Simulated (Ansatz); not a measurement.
The cluster Ga3N3⁻, 6 atoms. Hardware: 4 threads of Arm Neoverse V2 on a shared host.

Correlated methods freeze 30 core orbitals; core or outer-core shells of Ga are correlated, in sets that lack core-valence functions.

(1) How many basis functions does each of these Ansatz runs have, and roughly what does it cost? r2SCAN-D4/def2-TZVPD, charge -1 doublet, energy, from earlier orbitals; PBE-D4/def2-SVP, charge -1 doublet, energy with a search over starts; LC-ωPBE/def2-TZVPD, charge -1 doublet, energy, from earlier orbitals; PBE-D4/def2-SVPD, charge -1 doublet, relaxation, 24 steps; RPA@PBE/def2-TZVPD, charge -1 doublet, energy, from earlier orbitals; PBE0-D4/def2-TZVPD, charge -1 doublet, energy, from earlier orbitals; revPBE-D4/def2-TZVPD, charge -1 doublet, energy, from earlier orbitals; MP2/def2-TZVPD, charge -1 doublet, energy, from earlier orbitals; PBE-D4/def2-TZVPD, charge -1 doublet, energy and forces, from earlier orbitals.

Results:

(1) Other jobs shared the machine, so times can vary by a factor of up to 3. A dash marks memory too small to be measured apart from the calling script's.

| run | functions | fitting or Cholesky vectors | wall time | peak host memory (GiB) |
| --- | --- | --- | --- | --- |
| revPBE-D4/def2-TZVPD, charge -1 doublet, energy, from earlier orbitals | 273 | 1665 | 9 s | 0.58 |
| PBE-D4/def2-TZVPD, charge -1 doublet, energy and forces, from earlier orbitals | 273 | 1665 | 9.5 s | 0.58 |
| PBE-D4/def2-SVP, charge -1 doublet, energy with a search over starts | 138 | 1581 | 14 s | – |
| RPA@PBE/def2-TZVPD, charge -1 doublet, energy, from earlier orbitals | 273 | 1743 | 16 s | 0.93 |
| r2SCAN-D4/def2-TZVPD, charge -1 doublet, energy, from earlier orbitals | 273 | 1665 | 21 s | 0.67 |
| LC-ωPBE/def2-TZVPD, charge -1 doublet, energy, from earlier orbitals | 273 | 1665 | 26 s | 1.8 |
| MP2/def2-TZVPD, charge -1 doublet, energy, from earlier orbitals | 273 | 1743 | 35 s | 1.6 |
| PBE0-D4/def2-TZVPD, charge -1 doublet, energy, from earlier orbitals | 273 | 1809 | 76 s | 1.5 |
| PBE-D4/def2-SVPD, charge -1 doublet, relaxation, 24 steps | 174 | 1770 | 79 s | – |
